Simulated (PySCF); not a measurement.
Species: C₃H₅NSi₂.
Numbering: `[N:1]#[C:2][SiH2:3][C:4]#[C:5][SiH3:6]` (hydrogens: H7, H8 on Si3; H9, H10, H11 on Si6)

Structure used (GFN2-xTB), in Å, numbered top down from 1:
```
atom  x, y, z in Å
N1    -3.5854    0.7808    1.5043
C2    -2.9134    0.0566    0.9250
Si3   -1.8299   -1.1377   -0.0234
C4    -0.1514   -0.3706   -0.0121
C5     0.9514    0.1305   -0.0054
Si6    2.6330    0.9070    0.0104
H7    -1.8446   -2.4078    0.7064
H8    -2.3702   -1.2265   -1.3821
H9     2.5555    2.1367    0.7997
H10    3.5576   -0.0551    0.6150
H11    3.0028    1.1888   -1.3788
```

The closed-shell ground state was solved at several levels (PySCF, density fitting, gas phase, non-relativistic).

| level | basis functions | HOMO (eV) | LUMO (eV) | gap (eV) | dipole (D) |
| --- | --- | --- | --- | --- | --- |
| PBE0/pcSseg-1 | 141 | -8.63 | -1.14 | 7.49 | 3.89 |
| PBE0/def2-SVPD | 168 | -8.66 | -1.19 | 7.47 | 3.88 |

(1) What might B3LYP/def2-SVPD (168 basis functions) give for the same quantities?

(2) Over all these levels, which gives the widest orbital gap and which the narrowest?

(3) How far do the dipole and the HOMO energy spread over the levels?

## Answers

(1) HOMO -8.39 eV, LUMO -1.35 eV, gap 7.04 eV, dipole 3.90 D.

(2) PBE0/pcSseg-1 (global hybrid, 25 % exact exchange) has the widest, 7.49 eV, and B3LYP/def2-SVPD (global hybrid, 20 % exact exchange) the narrowest, 7.04 eV. Functional and basis both differ between the two, so the spread mixes both effects.

(3) The dipole runs from 3.88 to 3.90 D (mean 3.89 D) and the HOMO from -8.66 to -8.39 eV.
